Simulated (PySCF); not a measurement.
`InChI=1S/C5H9BNO/c1-4(2-7)5(6)3-8/h3-5H,1,6H3/q-1/t4-,5-/m0/s1`, charge -1

Geometry (Å), atoms numbered from 1 in this order:
```xyz
17

B     1.7354   -0.2151   -0.5601
C     0.4526    0.2256    0.5217
C     0.7649    1.6013    0.8252
O     0.2645    2.6068    0.3428
C    -0.9347    0.0694   -0.1132
C    -1.1873   -1.3047   -0.7356
C    -1.9144    0.3123    0.9102
N    -2.6737    0.4608    1.7591
H     2.7791    0.2033   -0.1243
H     1.7630   -1.4223   -0.5881
H     1.5088    0.2487   -1.6484
H     0.5761   -0.4184    1.3927
H     1.6126    1.7149    1.5407
H    -1.0289    0.8508   -0.8764
H    -2.1871   -1.3570   -1.1703
H    -0.4440   -1.4807   -1.5061
H    -1.0937   -2.0837    0.0200
```

Total charge -1.

Method: TDDFT CAM-B3LYP/def2-SVPD circular dichroism and optical rotation, one conformer, gas phase in PySCF. Geometry: GFN2-xTB.

The molecule is flexible and this is one conformer; a measurement averages over conformers. For a gas-phase anion, states above the detachment energy (about 4.4 eV, taken as minus the energy of the highest occupied orbital) lie in the continuum and depend on the basis.

Stereocentres: C2 R, C5 R.

Task: What is the specific rotation at 633, 589.3, 546, 436, 405, 365, 355 nm?

Result: [α] in deg dm⁻¹ (g/mL)⁻¹:
| λ (nm) | origin-invariant length gauge | modified velocity gauge | length gauge (centre of mass) | isotropic polarisability (au) |
| --- | --- | --- | --- | --- |
| 633 | +262.4 | +279.2 | +265.7 | 96.1 |
| 589.3 | +321.6 | +341.5 | +325.5 | 96.5 |
| 546 | +404.4 | +428.3 | +409.1 | 97.1 |
| 436 | +881.9 | +924.6 | +890.0 | 99.3 |
| 405 | +1197.7 | +1250.5 | +1207.6 | 100.4 |
| 365 | +1976.7 | +2049.5 | +1990.0 | 102.3 |
| 355 | +2302.6 | +2382.5 | +2317.1 | 102.9 |

Task: And for the mirror image at 589.3 nm?

Result: -321.6 deg dm⁻¹ (g/mL)⁻¹ (origin-invariant length gauge): the same size and the opposite sign.

Task: What is the molar rotation [Φ] = [α]·M/100 of the geometry above at 589.3 nm?

Result: With M = 109.94 g/mol, +353.6 deg cm² dmol⁻¹ (origin-invariant length gauge).

The first excitation lies at 4.75 eV (261 nm) with R = +44.2 × 10⁻⁴⁰ esu² cm² (velocity form).
